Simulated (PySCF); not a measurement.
Species: `C=CP1CCC(C)CC1`. The columns A, B, C and D hold Mulliken, IAO, Hirshfeld and ESP-fitted charges (e) of one PBE0/pcSseg-1 density (PySCF), in a shuffled order. Coordinates in Å (GFN2-xTB); the density's dipole moment is (0.32, 0.22, 1.30) D.

| atom | x | y | z | A | B | C | D |
| --- | --- | --- | --- | --- | --- | --- | --- |
| C1 | -3.848 | 0.737 | -0.532 | -0.721 | -0.118 | -0.303 | -0.099 |
| C2 | -2.926 | -0.119 | -0.122 | +0.290 | -0.435 | -0.335 | -0.095 |
| P3 | -1.280 | -0.241 | -0.901 | -0.347 | +0.389 | +0.484 | +0.146 |
| C4 | -0.480 | 1.247 | -0.108 | -0.066 | -0.370 | -0.429 | -0.116 |
| C5 | 1.036 | 1.111 | -0.191 | -0.203 | -0.182 | -0.255 | -0.071 |
| C6 | 1.567 | -0.053 | 0.650 | +0.430 | -0.357 | -0.094 | -0.021 |
| C7 | 3.093 | -0.074 | 0.616 | -0.718 | -0.185 | -0.417 | -0.118 |
| C8 | 1.009 | -1.391 | 0.160 | -0.324 | -0.172 | -0.253 | -0.071 |
| C9 | -0.511 | -1.463 | 0.270 | +0.044 | -0.420 | -0.435 | -0.116 |
| H10 | -4.826 | 0.791 | -0.080 | +0.231 | +0.121 | +0.151 | +0.047 |
| H11 | -3.658 | 1.427 | -1.339 | +0.283 | +0.114 | +0.145 | +0.044 |
| H12 | -3.142 | -0.829 | 0.669 | +0.035 | +0.128 | +0.144 | +0.043 |
| H13 | -0.805 | 1.332 | 0.933 | +0.030 | +0.137 | +0.132 | +0.031 |
| H14 | -0.811 | 2.141 | -0.643 | +0.101 | +0.147 | +0.144 | +0.036 |
| H15 | 1.328 | 0.958 | -1.234 | +0.095 | +0.119 | +0.128 | +0.032 |
| H16 | 1.501 | 2.040 | 0.151 | +0.046 | +0.124 | +0.133 | +0.038 |
| H17 | 1.244 | 0.097 | 1.688 | +0.004 | +0.110 | +0.119 | +0.032 |
| H18 | 3.499 | 0.864 | 0.990 | +0.167 | +0.111 | +0.137 | +0.039 |
| H19 | 3.447 | -0.217 | -0.403 | +0.168 | +0.103 | +0.135 | +0.038 |
| H20 | 3.480 | -0.884 | 1.230 | +0.174 | +0.111 | +0.137 | +0.039 |
| H21 | 1.454 | -2.199 | 0.748 | +0.066 | +0.122 | +0.133 | +0.038 |
| H22 | 1.303 | -1.540 | -0.883 | +0.121 | +0.120 | +0.129 | +0.033 |
| H23 | -0.858 | -2.465 | 0.003 | +0.078 | +0.150 | +0.144 | +0.037 |
| H24 | -0.829 | -1.249 | 1.296 | +0.015 | +0.134 | +0.126 | +0.033 |

Problem. Which column most likely holds the ESP-fitted charges?

Solution. A. Σ q r misses the density's dipole by 0.05 D (A), 1.64 D (D), 2.46 D (C), 2.68 D (B). Charges fitted to the outside potential are the only set here that is tied to the molecule's multipoles.

Problem. And the Hirshfeld charges?

Solution. D. The mean sizes are 0.059 e (D), 0.187 e (B), 0.198 e (A), 0.210 e (C), and Hirshfeld charges are commonly the smallest of these schemes.

As computed, A = ESP-fitted, B = Mulliken, C = IAO, D = Hirshfeld. Hydrogens on carbon: ESP-fitted 0.00 to +0.28, Mulliken +0.10 to +0.15, IAO +0.12 to +0.15, Hirshfeld +0.03 to +0.05 e.

The Hirshfeld scheme divides the density at each point in proportion to the densities of the neutral, spherically averaged free atoms. The Mulliken scheme counts on each atom the diagonal of the density matrix times the overlap matrix over that atom's basis functions.

Isolated species at its GFN2-xTB geometry (one conformer only). GFN2-xTB frequencies show an imaginary mode (50i cm⁻¹), so this geometry is no minimum at that level.
